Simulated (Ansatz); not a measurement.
Start from `[F][InH][GeH3]` and change one atom or group to get `[BH2][InH][F]`.

Ansatz, PBE0-D4/def2-TZVP geometries, multiplicity 1. 

Elements past krypton have def2 core potentials. Scalar relativity is left out up to krypton.

```csv
property,`[F][InH][GeH3]`
LUMO energy (ωB97M-V/def2-TZVPP) / eV,-0.44
HOMO–LUMO gap (B3LYP/def2-TZVPP) / eV,5.41
HOMO energy (PBE/def2-TZVPP) / eV,-6.72
HOMO energy (B3LYP/def2-TZVPP) / eV,-7.66
HOMO energy (PBE0/def2-TZVPP) / eV,-7.86
LUMO energy (PBE/def2-TZVPP) / eV,-2.67
```

Problem. What does the change do to each property? (Best estimate.)

Solution. Ansatz gave: 
```
                             property  `[BH2][InH][F]`  shift
LUMO energy (ωB97M-V/def2-TZVPP) / eV            -0.88  -0.44
HOMO–LUMO gap (B3LYP/def2-TZVPP) / eV             4.64  -0.77
    HOMO energy (PBE/def2-TZVPP) / eV            -6.64   0.08
  HOMO energy (B3LYP/def2-TZVPP) / eV            -7.68  -0.02
   HOMO energy (PBE0/def2-TZVPP) / eV            -7.87  -0.01
    LUMO energy (PBE/def2-TZVPP) / eV            -3.84  -1.17
```

The zero-point energy changes by -9.1 kJ/mol with -3 modes.

B3LYP here is the variant with VWN-RPA as its local correlation; programs differ in this.
